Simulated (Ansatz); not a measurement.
Ru₃. Charge 0, multiplicity 1. Geometry r2SCAN-D4/def2-TZVP; atoms count from 1.

Cartesian coordinates in Å:
```
Ru 0.360 -0.572 -1.433
Ru -0.963 0.123 0.039
Ru 0.604 0.449 1.394
```

In the def2 sets Ru takes a core potential; there is no spin–orbit coupling. The restricted singlet is unstable towards broken spin symmetry in Hartree–Fock (as tested in another run); at PBE0-D4/def2-TZVP this wasn't settled. Another isomer (triplet) lies 2.30 eV lower at PBE0-D4/def2-TZVP; other spin states weren't run for this one.

Question: Estimate the Mulliken populations from the PBE0/def2-TZVP orbitals of Ansatz.

Answer: 
| atom | charge (e) | d electrons |
| --- | --- | --- |
| Ru1 | -0.06 | 7.29 |
| Ru2 | 0.12 | 6.87 |
| Ru3 | -0.06 | 7.29 |
Mulliken values depend strongly on the basis.

Question: And the Mayer bond orders between heavy atoms (over 0.3)?

Answer: Ru1–Ru2 2.38 (2.10 Å); Ru1–Ru3 1.26 (3.02 Å); Ru2–Ru3 2.38 (2.10 Å).
